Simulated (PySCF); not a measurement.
C₂H₆FNSi₂, SMILES N[Si@@H]1C=C[Si@@H]1F.

Geometry: B3LYP-D3(BJ)/def2-SVP. The structure was generated by enumeration; whether it is a known compound was not checked. The values are those of a single conformer.

Vertical ionisation energy (IE) and electron affinity (EA) in eV. Rows of orbital energies are one-electron estimates. Where ΔSCF, EOM or ADC give a negative EA the extra electron is unbound and the value depends on the basis.

```json
[
 {"level": "−ε(HOMO), −ε(LUMO), B3LYP/def2-TZVP (PySCF)", "IE": "___", "EA": "___"},
 {"level": "−ε(HOMO), −ε(LUMO), PBE/def2-TZVP (PySCF)", "IE": "5.67", "EA": "1.97"}
]
```

Task: Fill in the missing entries. (Estimate from the structure and the level; the computed values follow.)

Result: 
- −ε(HOMO), −ε(LUMO), B3LYP/def2-TZVP (PySCF), IE: 6.70
- −ε(HOMO), −ε(LUMO), B3LYP/def2-TZVP (PySCF), EA: 1.15
